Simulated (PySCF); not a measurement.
C₂H₃F₃O. Atoms are numbered in the order given.

```xyz
9

O     -1.9893    -0.0166     0.2855
C     -0.8188     0.7365     0.4497
C      0.4199    -0.0114    -0.0327
F      0.2619    -0.3732    -1.3379
F      1.5195     0.7703     0.0497
F      0.6511    -1.1370     0.6696
H     -2.0648    -0.2226    -0.6657
H     -0.6915     0.9452     1.5310
H     -0.8288     1.7182    -0.0843
```

Geometry optimised at PBE-D3(BJ)/def2-SVP. One conformer was computed; it need not be the lowest.

Calculation: PBE-D3(BJ)/def2-SVP (PySCF).

Frequencies are harmonic and unscaled.

**Question.** List the normal modes with their intensities. (Estimate from the structure and the level; the computed values follow.)

**Answer.** 
```tsv
mode	ν (cm⁻¹)	IR (km/mol)	moving atoms (share of kinetic energy)
1	112	3.7	F 34 %, O 32 %, H 21 %, C 13 %
2	214	5.6	F 50 %, O 35 %, H 11 %
3	326	32.9	H 44 %, F 43 %, C 10 %
4	394	45.0	F 46 %, H 35 %, O 10 %, C 9 %
5	424	56.8	H 37 %, F 32 %, O 24 %
6	520	1.7	F 81 %, H 11 %, C 8 %
7	533	9.5	F 76 %, C 16 %
8	648	27.1	F 58 %, C 31 %
9	814	17.4	F 63 %, C 27 %, H 10 %
10	921	49.0	H 51 %, C 30 %, F 18 %
11	1093	108.9	H 37 %, C 31 %, O 28 %
12	1138	64.0	C 41 %, H 39 %, O 15 %
13	1172	296.8	C 72 %, F 20 %
14	1229	112.6	C 55 %, H 38 %
15	1266	173.6	C 66 %, H 23 %, F 11 %
16	1347	39.6	H 73 %, C 21 %
17	1393	25.2	H 59 %, C 37 %
18	1419	0.9	H 91 %, C 9 %
19	2925	42.7	H 94 %
20	3050	9.0	H 91 %, C 9 %
21	3690	35.7	H 94 %
```
